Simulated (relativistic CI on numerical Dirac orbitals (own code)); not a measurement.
**Radial parameters of Br XV**

Method of calculation: Dirac-Coulomb-Breit CI, KLI orbitals optimised for each configuration, model QED (radiative potential, 1s self-energy scaled to tabulated hydrogen-like ionisation energies), unscaled Slater integrals (own radial code, finite nucleus).

Slater integrals F^k, G^k are unscaled and averaged over j, outside the closed core [Ne]; ζ comes from projecting the Hamiltonian with its Breit term on Σ l·s of the shell.

- 3s²3p⁶3d³: F^2(3d,3d) = 211570, F^4(3d,3d) = 135520, ζ(3d) = 4731.3 cm⁻¹; <r>(3d) = 0.4734, <r^2>(3d) = 0.2636 (bohr units).
- 3s²3p⁵3d⁴: ζ(3p) = 44909, F^2(3d,3d) = 210920, F^4(3d,3d) = 135080, F^2(3p,3d) = 195390, G^1(3p,3d) = 223700, G^3(3p,3d) = 144470, ζ(3d) = 4624.4 cm⁻¹; <r>(3p) = 0.5064, <r^2>(3p) = 0.2962, <r>(3d) = 0.4747, <r^2>(3d) = 0.2651 (bohr units).
- 3s3p⁶3d⁴: F^2(3d,3d) = 210660, F^4(3d,3d) = 134910, G^2(3s,3d) = 170560, ζ(3d) = 4699.3 cm⁻¹; <r>(3s) = 0.5094, <r^2>(3s) = 0.2958, <r>(3d) = 0.4753, <r^2>(3d) = 0.2657 (bohr units).

Problem. Give the Racah parameters of the d shell in 3s²3p⁶3d³.

Solution. B = F²/49 − 5F⁴/441 = 2781 cm⁻¹ and C = 35F⁴/441 = 10755 cm⁻¹.

Averages of the first 10 configurations, taken without configuration mixing, which lowers the lowest level and can move excited configurations by several eV; other configurations of the list can lie among them:

| Configuration | Parity | States | Average energy above the lowest level (eV) |
| --- | --- | --- | --- |
| 3s²3p⁶3d³ | even | 120 | 8.4 |
| 3s²3p⁵3d⁴ | odd | 1260 | 114.9 |
| 3s3p⁶3d⁴ | even | 420 | 190.4 |
| 3s²3p⁶3d²4s | even | 90 | 194.5 |
| 3s²3p⁶3d²4p | odd | 270 | 218.7 |
| 3s²3p⁶3d²4d | even | 450 | 255.3 |
| 3s²3p⁶3d²4f | odd | 630 | 287.2 |
| 3s²3p⁵3d³4s | odd | 1440 | 298.3 |
| 3s²3p⁶3d4s4p | odd | 120 | 417.4 |
| 3s²3p⁶3d²5s | even | 90 | 317.7 |
